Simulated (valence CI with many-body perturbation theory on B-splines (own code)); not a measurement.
**Eu⁵⁰⁺: one-electron terms**

Computed by valence CI with perturbative core correlation (CI+MBPT): three valence electrons over a frozen Dirac-Fock core [Ne], a basis of 11 s, 11 p, 10 d, 8 f, 5 g, 2 h functions for each j, with the one-electron correlation potential Σ1, the two-electron term Σ2, the three-electron term Σ3, Breit, model QED; selected CI, second order for the rest, scaled by the run's own slope (own B-spline code, finite nucleus).

No measured spectrum was set against this ion. As an estimate, large intervals hold to a few tenths of a per cent, small ones and those within an open d or f shell to about a per cent.

These are the spectroscopic orbitals of the CI (the correlating ones are not listed), shaped by the core and the other valence electrons. h is the expectation value of the core's Dirac-Fock operator, without the valence repulsion; Σ1 is computed up to l = 3 at one energy for each symmetry, that of its lowest orbital but kept below the first core excitation, so for empty shells it is not the orbital's own correlation shift; Breit and QED include the response of the core.

```tsv
Orbital	h (hartree)	Σ1 (cm⁻¹)	Breit (cm⁻¹)	QED (cm⁻¹)	⟨r⟩ (bohr)
3s1/2	-178	-7004	26717	21565	0.2256
4s1/2	-96.893	-2372	10437	8696	0.4161
5s1/2	-60.802	-1090	5003	4264	0.6671
6s1/2	-41.672	-597	2805	2407	0.9764
7s1/2	-30.329	-363	1729	1490	1.344
8s1/2	-23.056	-238	1141	986	1.771
3p1/2	-173.38	-9070	44812	476	0.2129
4p1/2	-94.971	-3004	17536	206	0.4070
5p1/2	-59.837	-1389	8551	106	0.6602
6p1/2	-41.121	-762	4823	61.0	0.9721
7p1/2	-29.985	-465	2984	38.3	1.343
8p1/2	-22.828	-305	1975	25.5	1.772
3p3/2	-166.85	-8042	25905	2536	0.2223
4p3/2	-92.304	-2752	10101	1031	0.4195
5p3/2	-58.497	-1289	5304	516	0.6760
6p3/2	-40.355	-713	2999	294	0.9910
7p3/2	-29.507	-437	1860	183	1.365
8p3/2	-22.51	-287	1233	122	1.797
3d3/2	-161.16	-9890	20716	-673	0.1909
4d3/2	-90.137	-2782	7486	-224	0.3920
5d3/2	-57.434	-1243	3564	-104	0.6516
6d3/2	-39.755	-675	1988	-56.9	0.9698
7d3/2	-29.135	-410	1224	-34.7	1.347
3d5/2	-159.64	-8983	9942	191	0.1938
4d5/2	-89.482	-2517	3553	129	0.3956
5d5/2	-57.097	-1126	1731	74.3	0.6560
6d5/2	-39.559	-612	969	45.2	0.9750
7d5/2	-29.012	-373	598	29.2	1.353
4f5/2	-88.322	-2465	766	-113	0.3449
5f5/2	-56.522	-1194	522	-60.6	0.6073
6f5/2	-39.233	-671	327	-35.7	0.9283
7f5/2	-28.809	-416	218	-22.7	1.308
4f7/2	-88.043	-2363	209	46.0	0.3467
5f7/2	-56.379	-1139	142	20.8	0.6094
6f7/2	-39.15	-640	85.9	11.4	0.9307
7f7/2	-28.756	-396	57.2	7.0	1.311
5g7/2	-56.282		18.1	-26.6	0.5352
6g7/2	-39.09		17.8	-15.7	0.8571
7g7/2	-28.717		14.0	-10.0	1.238
5g9/2	-56.198		3.1	19.8	0.5365
6g9/2	-39.042		3.1	11.2	0.8585
7g9/2	-28.687		2.3	7.0	1.240
6h9/2	-39.032				0.7621
6h11/2	-39				0.7631
```

Among the shells of the start configuration 3s2 3p1, Σ1 is largest in size for 3p1/2, where it is 0.024 % of h.

Lowest root of each symmetry, sizes in configuration state functions:

```csv
J,Parity,Roots,Reference,Variational,Second order,Change by selected CI (cm⁻¹),Change by second order (cm⁻¹)
1/2,even,17,93,11049,9395,-4145,0
3/2,even,24,147,17016,18866,-2278,0
5/2,even,22,153,19071,24478,-3344,-1
7/2,even,12,113,17018,22567,-4913,-1
9/2,even,8,71,13346,20176,-5111,-2
11/2,even,2,28,7380,20764,-10879,-3
1/2,odd,17,90,11110,10228,-4165,0
3/2,odd,25,146,16757,19170,-3905,0
5/2,odd,20,146,17827,26334,-3943,-1
7/2,odd,14,114,16642,27565,-4445,-1
9/2,odd,7,65,12188,20326,-2570,-1
11/2,odd,3,30,9177,19053,-5891,-2
```
